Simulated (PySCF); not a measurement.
Radial density of Cl (chlorine, neutral)

PBE0, [Ne] 3s2 3p5, 2P determinant. Calculation: PySCF 2.14, in cc-pVTZ-DK (5s4p2d1f, 34 functions); the spin-free X2C one-electron Hamiltonian (Gaussian nucleus).

```tsv
r (bohr)	4πr²ρ (e/bohr)	4πr²(ρα − ρβ)
0.00190	0.1656	0.0000
0.00319	0.4276	0.0000
0.00537	1.080	0.0000
0.00903	2.609	0.0001
0.0152	5.833	0.0002
0.0255	11.41	0.0007
0.0430	17.76	0.0033
0.0723	19.24	0.0158
0.122	14.23	0.0577
0.204	15.27	0.1235
0.344	19.14	0.0901
0.579	8.591	0.0065
0.973	3.807	0.3978
1.64	4.124	0.6004
2.75	1.093	0.1630
4.63	0.05837	0.0076
7.79	1.564e-05	0.0000
```

Densities and radii are taken from the X2C orbitals without a picture-change correction, which distorts them close to the nucleus.
